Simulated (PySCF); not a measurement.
A species of formula C2H7FGe has this rotational fingerprint, computed with PySCF 2.14.0, PBE0-D3(BJ)/def2-SVP geometry optimisation, gas phase:

```
Rotational constants : A = 10410, B = 2263, C = 1996 MHz
Dipole components    : |μa| = 0.17 D, |μb| = 1.88 D, |μc| = 0.31 D
Inertial defect      : -18.58 u·Å²
κ                    : -0.94
```

Question: Which structure is it? (One computed conformer of each.)
A. `[H][Ge]([CH3])([CH3])[F]` (GeHMe2F)
B. `C[C@@H](F)[GeH3]`
C. `[F:1][CH2:2][CH2:3][GeH3:4]` with F1–C2–C3–Ge4 51°

Answer: C. It is FC[CH2][GeH3], a near-prolate asymmetric top, point group C1. The candidates at the same level (rigid rotor, commonest isotopes):

```json
{"SMILES": "C[C@@H](F)[GeH3]", "A (MHz)": "8044", "B (MHz)": "2692", "C (MHz)": "2183", "μa (D)": "0.10", "μb (D)": "1.47", "μc (D)": "0.66", "Δ (u·Å²)": "-19.07", "point group": "C1", "rotor": "asymmetric top"}
{"SMILES": "FC[CH2][GeH3]", "A (MHz)": "10410", "B (MHz)": "2263", "C (MHz)": "1996", "μa (D)": "0.17", "μb (D)": "1.88", "μc (D)": "0.31", "Δ (u·Å²)": "-18.58", "point group": "C1", "rotor": "near-prolate asymmetric top"}
{"SMILES": "[H][Ge]([CH3])([CH3])[F]", "A (MHz)": "5289", "B (MHz)": "4777", "C (MHz)": "3107", "μa (D)": "0.00", "μb (D)": "2.54", "μc (D)": "0.21", "Δ (u·Å²)": "-38.70", "point group": "Cs", "rotor": "asymmetric top"}
```

`C[C@@H](F)[GeH3]` has A 23 % too low; `[H][Ge]([CH3])([CH3])[F]` has B 111 % too high. No structure here is proved a minimum.
